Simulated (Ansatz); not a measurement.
CH$_{5}$AlBNO (`B1C[NH][AlH][O]1`), one more setting.

```yaml
crystal:
  periodic: [false, false, false]
  atoms:
    - {symbol: B, position_ang: [-1.210023, 0.287041, -0.464814]}
    - {symbol: C, position_ang: [-0.443980, -0.819539, 0.384255]}
    - {symbol: N, position_ang: [0.963054, -0.428931, 0.482397]}
    - {symbol: Al, position_ang: [1.174958, 1.087891, -0.382235]}
    - {symbol: O, position_ang: [-0.466026, 1.325465, -0.914863]}
    - {symbol: H, position_ang: [-2.386334, 0.224769, -0.706103]}
    - {symbol: H, position_ang: [-0.576529, -1.800437, -0.098824]}
    - {symbol: H, position_ang: [-0.924958, -0.914468, 1.370530]}
    - {symbol: H, position_ang: [1.561451, -1.048982, 0.998130]}
    - {symbol: H, position_ang: [2.391488, 2.036193, -0.665573]}
basis:
  gaussian: {orbitals: STO-3G}
magnetization: {spin_polarized: true, initial_magnetization: 2}
hamiltonian: {xc: {name: PBE0-DH}}
output: {forces: true}
```

```sh
$ ansatz run in.yaml --threads 2 --pin off --events-out ev --progress --plain --max-ram 4352MiB
```

Output, abridged:

```
Functional definition: PBE0-DH
445 factors; integrals over basis functions are off by at most 9.9e-5 eV
mean field evaluation 1: about -11760.3141 eV, gradient 2.3e1 eV
mean field evaluation 2: about -11760.3604 eV, gradient 2.3e1 eV
mean field evaluation 4: about -11765.0277 eV, gradient 5.3e0 eV
mean field evaluation 8: about -11765.4115 eV, gradient 6.7e-1 eV
mean field evaluation 16: about -11765.4337 eV, gradient 1.9e-3 eV
mean field -11765.43366340 eV, -432.3717122324 hartree, gradient 5.0e-6 eV, S^2 2.046536; 4 other end points of the search recorded, 0 dependent functions left out
9 core orbitals not correlated: weight in the atoms' cores, before any rotation towards them, 0.999 or more for the frozen orbitals, at most 0.000 for the correlated occupied ones
reference -11765.43367526 eV, -432.3717126686 hartree; 14, 12 occupied and 11, 13 virtual orbitals, 445 factors
second order -7.52316171 eV of doubles, -0.00000000 eV of singles
Total energy: -11766.37407048 eV, -432.4062715552 hartree
Atom 0 at    -1.210023     0.287041    -0.464814 Å, force    -2.008589     0.820580    -0.971059 eV/Å
Atom 1 at    -0.443980    -0.819539     0.384255 Å, force    -2.031928    -0.272149    -0.317632 eV/Å
Atom 2 at     0.963054    -0.428931     0.482397 Å, force    -1.687140    -1.634377     0.585855 eV/Å
Atom 3 at     1.174958     1.087891    -0.382235 Å, force     1.021116     6.034519    -3.398099 eV/Å
Atom 4 at    -0.466026     1.325465    -0.914863 Å, force     1.915782    -0.579231     0.804384 eV/Å
Atom 5 at    -2.386334     0.224769    -0.706103 Å, force     1.131003    -0.216991     0.398900 eV/Å
Atom 6 at    -0.576529    -1.800437    -0.098824 Å, force     0.671076    -0.542765     0.244230 eV/Å
Atom 7 at    -0.924958    -0.914468     1.370530 Å, force     0.589784    -0.336875     0.585221 eV/Å
Atom 8 at     1.561451    -1.048982     0.998130 Å, force     1.636627    -1.809913     1.479530 eV/Å
Atom 9 at     2.391488     2.036193    -0.665573 Å, force    -1.237732    -1.462799     0.588670 eV/Å
Dipole moment:     0.829353    -0.708600     0.624027 e Å
```

Run time 6 s (2 threads of an Arm Neoverse V1 on a shared host); peak host memory 0.13 GiB.
